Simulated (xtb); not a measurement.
Input for xtb: GFN2-xTB on BClH2OSe (SMILES OB(Cl)[SeH]), a point of a torsion scan.

```
$ xtb mol.xyz --gfn 2 --opt vtight --chrg 0 --uhf 0 --input xcontrol
6

O     -0.92581906    -0.94255171    -0.29199103
B     -0.38740395     0.29493504     0.29280227
Cl     1.25291852     0.10584989     1.14378433
Se    -1.76543603     1.42825721     1.25522402
H     -1.68748245    -1.30191909     0.20401761
H     -2.25975243     0.54815280     2.43044217
$constrain
  force constant=1.0
  dihedral: 5,1,2,4,330.0
$end
```

It printed:

```
[...]
           -------------------------------------------------
          |                Calculation Setup                |
           -------------------------------------------------



           -------------------------------------------------
          |                 G F N 2 - x T B                 |
           -------------------------------------------------

        Reference                      10.1021/acs.jctc.8b01176
      * Hamiltonian:
        H0-scaling (s, p, d)           1.850000    2.230000    2.230000
        zeta-weighting                 0.500000
      * Dispersion:
        s8                             2.700000
        a1                             0.520000
        a2                             5.000000
        s9                             5.000000
      * Repulsion:
        kExp                           1.500000    1.000000
        rExp                           1.000000
      * Coulomb:
        alpha                          2.000000
        third order                    shell-resolved
        anisotropic                    true
        a3                             3.000000
        a5                             4.000000
        cn-shift                       1.200000
        cn-exp                         4.000000
        max-rad                        5.000000


          ...................................................
          :                      SETUP                      :
          :.................................................:
          :  # basis functions                  30          :
          :  # atomic orbitals                  28          :
          :  # shells                           12          :
          :  # electrons                        24          :
          :  max. iterations                   250          :
          :  Hamiltonian                  GFN2-xTB          :
          :  restarted?                      false          :
          :  GBSA solvation                  false          :
          :  PC potential                    false          :
          :  electronic temp.          300.0000000     K    :
          :  accuracy                    1.0000000          :
          :  -> integral cutoff          0.2500000E+02      :
          :  -> integral neglect         0.1000000E-07      :
          :  -> SCF convergence          0.1000000E-05 Eh   :
          :  -> wf. convergence          0.1000000E-03 e    :
          :  Broyden damping             0.4000000          :
          :  net charge                          0          :
          :  unpaired electrons                  0          :
          ...................................................

 iter      E             dE          RMSdq      gap      omega  full diag
   1    -13.7889232 -0.137889E+02  0.936E+00    4.21       0.0  T
   2    -13.8067628 -0.178396E-01  0.998E+00    0.65       1.0  T
   3    -14.0830560 -0.276293E+00  0.434E+00    2.16       1.0  T
   4    -14.0672598  0.157962E-01  0.305E+00    1.26       1.0  T
   5    -14.0990583 -0.317985E-01  0.552E-01    1.85       1.0  T
   6    -14.0992039 -0.145621E-03  0.254E-01    1.83       1.0  T
   7    -14.0992250 -0.211163E-04  0.128E-01    1.84       1.0  T
   8    -14.0992384 -0.133358E-04  0.108E-01    1.82       1.0  T
   9    -14.0992744 -0.360334E-04  0.419E-02    1.84       1.0  T
  10    -14.0992765 -0.208657E-05  0.219E-02    1.83       1.9  T
  11    -14.0992771 -0.668869E-06  0.129E-02    1.84       3.2  T
  12    -14.0992777 -0.584395E-06  0.424E-03    1.84       9.6  T
  13    -14.0992778 -0.384272E-07  0.206E-03    1.84      19.8  T
  14    -14.0992778 -0.783836E-08  0.539E-04    1.84      75.7  T
  15    -14.0992778  0.218172E-10  0.444E-04    1.84      91.9  T

   *** convergence criteria satisfied after 15 iterations ***

         #    Occupation            Energy/Eh            Energy/eV
      -------------------------------------------------------------
         1        2.0000           -1.0695713             -29.1045
       ...           ...                  ...                  ...
         6        2.0000           -0.5282578             -14.3746
         7        2.0000           -0.5133175             -13.9681
         8        2.0000           -0.4820936             -13.1184
         9        2.0000           -0.4657068             -12.6725
        10        2.0000           -0.4525979             -12.3158
        11        2.0000           -0.4341464             -11.8137
        12        2.0000           -0.3938890             -10.7183 (HOMO)
        13                         -0.3264180              -8.8823 (LUMO)
        14                         -0.2203108              -5.9950
        15                         -0.1444339              -3.9302
        16                         -0.0942496              -2.5647
        17                         -0.0326731              -0.8891
       ...                                ...                  ...
        28                
[...]
      0.9368238              25.4923
      -------------------------------------------------------------
                  HL-Gap            0.1661176 Eh            4.5203 eV
             Fermi-level           -0.3189931 Eh           -8.6802 eV

 SCC (total)                   0 d,  0 h,  0 min,  0.003 sec
 SCC setup                      ...        0 min,  0.000 sec (  1.756%)
 Dispersion                     ...        0 min,  0.000 sec (  0.506%)
 classical contributions        ...        0 min,  0.000 sec (  0.193%)
 integral evaluation            ...        0 min,  0.001 sec ( 29.560%)
 iterations                     ...        0 min,  0.001 sec ( 20.701%)
 molecular gradient             ...        0 min,  0.001 sec ( 42.167%)
 printout                       ...        0 min,  0.000 sec (  4.798%)

         :::::::::::::::::::::::::::::::::::::::::::::::::::::
         ::                     SUMMARY                     ::
         :::::::::::::::::::::::::::::::::::::::::::::::::::::
         :: total energy             -14.126646981131 Eh    ::
         :: gradient norm              0.000108400945 Eh/a0 ::
         :: HOMO-LUMO gap              4.520288704408 eV    ::
         ::.................................................::
         :: SCC energy               -14.179558468364 Eh    ::
         :: -> isotropic ES            0.061938617940 Eh    ::
         :: -> anisotropic ES         -0.002279254159 Eh    ::
         :: -> anisotropic XC         -0.000894726680 Eh    ::
         :: -> dispersion             -0.003484276707 Eh    ::
         :: repulsion energy           0.052881512803 Eh    ::
         :: add. restraining           0.000029974431 Eh    ::
         :: total charge              -0.000000000000 e     ::
         :::::::::::::::::::::::::::::::::::::::::::::::::::::

           -------------------------------------------------
          |                Property Printout                |
           -------------------------------------------------

    * Orbital Energies and Occupations

         #    Occupation            Energy/Eh            Energy/eV
      -------------------------------------------------------------
         1        2.0000           -1.0585956             -28.8059
         2        2.0000           -0.7590958             -20.6560
         3        2.0000           -0.7416938             -20.1825
         4        2.0000           -0.6410813             -17.4447
         5        2.0000           -0.5648830             -15.3712
         6        2.0000           -0.5471048             -14.8875
         7        2.0000           -0.5183414             -14.1048
         8        2.0000           -0.4824128             -13.1271
         9        2.0000           -0.4543601             -12.3638
        10        2.0000           -0.4497051             -12.2371
        11        2.0000           -0.4266496             -11.6097
        12        2.0000           -0.4020519             -10.9404 (HOMO)
        13                         -0.2359343              -6.4201 (LUMO)
        14                         -0.2097589              -5.7078
        15                         -0.0920409              -2.5046
        16                         -0.0547209              -1.4890
        17                         -0.0274295              -0.7464
        18                         -0.0081397              -0.2215
        19                          0.0098366               0.2677
        20                          0.0132949               0.3618
        21                          0.0133507               0.3633
        22                          0.0220239               0.5993
        23                          0.0817700               2.2251
       ...                                ...                  ...
        28                          0.9368238              25.4923
      -------------------------------------------------------------
                  HL-Gap            0.1661176 Eh            4.5203 eV
             Fermi-level           -0.3189931 Eh           -8.6802 eV

     #   Z          covCN         q      C6AA      α(0)
     1   8 O        1.606    -0.431    21.483     6.255
     2   5 B        2.509     0.466    16.396     7.050
Note: The following floating-point exceptions are signalling: IEEE_UNDERFLOW_FLAG IEEE_DENORMAL
normal termination of xtb
     3  17 Cl       0.919    -0.233   106.506    15.789
     4  34 Se       1.910    -0.280   245.305    27.291
     5   1 H        0.806     0.330     0.638     1.255
     6   1 H        0.924     0.147     1.409     1.857

 Mol. C6AA /au·bohr⁶  :       1332.889324
 Mol. C8AA /au·bohr⁸  :      63130.630436
 Mol. α(0) /au        :         59.497031


Wiberg/Mayer (AO) data.
largest (>0.10) Wiberg bond orders for each atom

 ---------------------------------------------------------------------------
     #   Z sym  total        # sym  WBO       # sym  WBO       # sym  WBO
 ---------------------------------------------------------------------------
     1   8 O    2.233 --     2 B    1.267     5 H    0.862
     2   5 B    3.401 --     1 O    1.267     3 Cl   1.069     4 Se   1.041
     3  17 Cl   1.194 --     2 B    1.069
     4  34 Se   2.108 --     2 B    1.041     6 H    0.955
     5   1 H    0.891 --     1 O    0.862
     6   1 H    0.978 --     4 Se   0.955
 ---------------------------------------------------------------------------

Topologies differ in total number of bonds
Writing topology from bond orders to xtbtopo.mol

molecular dipole:
                 x           y           z       tot (Debye)
 q only:       -1.255      -0.704       0.070
   full:       -0.960      -1.088      -0.255       3.745
molecular quadrupole (traceless):
                xx          xy          yy          xz          yz          zz
 q only:        3.914       2.677      -1.541      -2.074      -3.433      -2.373
  q+dip:        4.239       5.609      -0.884       0.826      -6.788      -3.356
   full:        4.911       5.678      -1.126       0.586      -6.682      -3.785

           -------------------------------------------------
          |                Geometry Summary                 |
           -------------------------------------------------

      molecular mass/u    :      143.2386406
   center of mass at/Å    :       -0.5886060       0.6984917       1.2165635
  moments of inertia/u·Å² :        0.7993010E+02   0.2631859E+03   0.3428677E+03
rotational constants/cm⁻¹ :        0.2109047E+00   0.6405220E-01   0.4916658E-01

 * 5 selected distances

     #   Z          #   Z                                           value/Å
     1   8 O        2   5 B                                       1.3282585
     2   5 B        3  17 Cl                                      1.7206209
     2   5 B        4  34 Se                                      1.9583238 (max)
     1   8 O        5   1 H                                       0.9570217 (min)
     4  34 Se       6   1 H                                       1.4478937

 * 5 distinct bonds (by element types)

   Z      Z             #   av. dist./Å        max./Å        min./Å
   1 H    8 O           1     0.9570217     0.9570217     0.9570217
   5 B    8 O           1     1.3282585     1.3282585     1.3282585
   5 B   17 Cl          1     1.7206209     1.7206209     1.7206209
   1 H   34 Se          1     1.4478937     1.4478937     1.4478937
   5 B   34 Se          1     1.9583238     1.9583238     1.9583238


optimized geometry written to: xtbopt.xyz


           -------------------------------------------------
          | TOTAL ENERGY              -14.126646981131 Eh   |
          | GRADIENT NORM               0.000108400945 Eh/α |
          | HOMO-LUMO GAP               4.520288704408 eV   |
           -------------------------------------------------

------------------------------------------------------------------------
------------------------------------------------------------------------
 total:
 SCF:
 ANC optimizer:
```

The run finished.

Warnings raised: the energy holds the restraint's term.

Cost: around 0.12 core-seconds (rough).
